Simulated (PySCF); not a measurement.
**Assignment exercise: C4H14N2Si2**

Cartesian coordinates in Å; atom numbers follow the order of the lines, from 1:
```xyz
22

C    -0.816    1.856    0.157
C    -0.872    0.371   -0.127
Si    0.726   -0.568    0.312
N     0.416   -2.222   -0.113
N     1.011   -0.722    2.016
Si    2.581    0.476   -0.590
C    -1.700   -0.050   -1.308
C    -2.196   -0.312    0.077
H    -0.026    2.327   -0.428
H    -1.759    2.343   -0.090
H    -0.608    2.037    1.212
H     0.195   -2.434   -1.072
H     1.063   -2.908    0.239
H     1.286    0.098    2.530
H     0.346   -1.252    2.558
H     2.815    1.819   -0.043
H     3.829   -0.262   -0.368
H     2.484    0.655   -2.045
H    -1.378   -0.892   -1.902
H    -2.186    0.722   -1.888
H    -3.027    0.274    0.444
H    -2.193   -1.333    0.427
```

PySCF 2.14 calculation with shielding tensors at PBE0/pcSseg-1 (GIAO) and GFN2-xTB geometry; averaged over atoms made equivalent by symmetry, fast rotation or ring inversion, no relativistic terms, in vacuum, a single conformation.

Shifts are taken against calculated references (same method and geometry level): 13C, 1H against TMS.

**Question.** Assign these signals to the numbered atoms. 13C{1H} NMR (computed): δ 24.0, 11.7, 10.7.

**Answer.** 
24.0 → C1, methyl carbon: aliphatic region, no heteroatom directly attached
11.7 → C7/C8, three-membered-ring carbon: carbons of three-membered rings are unusually shielded
10.7 → C2, three-membered-ring carbon

C7/C8 and C2 lie closer than the usual error of such a calculation, so a measured spectrum could show them in the other order.

**Question.** Assign these signals to the numbered atoms. 1H NMR (500 MHz, computed): δ 3.25 (s, 3H), 0.98 (s, 3H), 0.49 (m, 2H), 0.15 (br s, 4H), 0.11 (m, 2H).

**Answer.** 
3.25 → H16/H17/H18, hydrogen on a silicon bonded to Si
0.98 → H9/H10/H11, hydrogen on a methyl carbon
0.49 → H19/H22, hydrogen on a three-membered-ring carbon: cyclopropane-type protons are shielded by the ring
0.15 → H12/H13/H14/H15, hydrogen on a nitrogen bonded to Si: exchangeable, gas-phase position
0.11 → H20/H21, hydrogen on a three-membered-ring carbon: cyclopropane-type protons are shielded by the ring

H12/H13/H14/H15 and H20/H21 lie closer than the usual error of such a calculation, so a measured spectrum could show them in the other order.

The OH or NH signal is concentration- and solvent-dependent in practice; the value given is the gas-phase one. Shifts are as computed. Against solution values, carbons near 30 ppm lie about +3 ppm off and those near 130 ppm about +5 ppm. Of 1211 compounds with measured shifts, 218 miss one by over three times the rms of a fit or turn the order of signals round; such compounds aren't used in these exercises. No couplings were computed; multiplicities are counted from neighbouring protons, with m where these are inequivalent, close in shift, in a saturated or five-membered ring or joined by F or P, and br s for small geminal =CH2 splittings.
